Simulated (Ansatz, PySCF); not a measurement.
Reaction (SMILES): BN (BNH4) -> [BH2] (BH2) + [NH2] (NH2) (the B-N bond at the site shown breaks; other sites are not compared here)
Structures are relaxed separately at B3LYP-D3(BJ)/def2-TZVP in Ansatz (a program for electronic structure), one conformer each, not searched for the lowest.
Geometry of the first species:
```
B
N 1 1.3876
H 2 1.0069 1 123.31
H 2 1.0069 3 113.37 1 180.00
H 1 1.1928 2 119.04 3 0.00
H 1 1.1928 5 121.92 2 180.00
```

Wanted: bond dissociation energy (electronic energy difference), in kcal/mol. Valence correlation only, unless marked. Open shells are spin-unrestricted. No spin-orbit coupling. No relativistic terms. CBS(X,Y): correlation extrapolated as X^-3; Hartree-Fock from the larger set.

```json
[
 {"level": "B3LYP/def2-TZVPD", "program": "Ansatz", "bond dissociation energy (kcal/mol)": "144.1", "minus last row": "-4.1"},
 {"level": "r2SCAN0-D4/def2-TZVPD", "program": "Ansatz + dftd4", "bond dissociation energy (kcal/mol)": "141.5", "minus last row": "-6.7"},
 {"level": "PW6B95-D3(BJ)/def2-TZVPD", "program": "PySCF + dftd3", "bond dissociation energy (kcal/mol)": "149.2", "minus last row": "1.0"},
 {"level": "CAM-B3LYP-D4/def2-TZVPD", "program": "Ansatz + dftd4", "bond dissociation energy (kcal/mol)": "147.4", "minus last row": "-0.8"},
 {"level": "LC-wPBE-D4/def2-TZVPD", "program": "Ansatz + dftd4", "bond dissociation energy (kcal/mol)": "146.6", "minus last row": "-1.6"},
 {"level": "RI-MP2/CBS(aug-cc-pVTZ,aug-cc-pVQZ)", "program": "Ansatz", "bond dissociation energy (kcal/mol)": "153.9", "minus last row": "5.7"},
 {"level": "CCSD/def2-TZVPPD", "program": "Ansatz", "bond dissociation energy (kcal/mol)": "142.4", "minus last row": "-5.8"},
 {"level": "CCSD(T)/aug-cc-pVDZ", "program": "Ansatz", "bond dissociation energy (kcal/mol)": "139.3", "minus last row": "-8.9"},
 {"level": "CCSD(T)/def2-TZVPPD", "program": "Ansatz", "bond dissociation energy (kcal/mol)": "145.1", "minus last row": "-3.1"},
 {"level": "CCSD(T)/CBS(def2-TZVPPD,def2-QZVPPD)", "program": "Ansatz", "bond dissociation energy (kcal/mol)": "148.2", "minus last row": "0.0"}
]
```
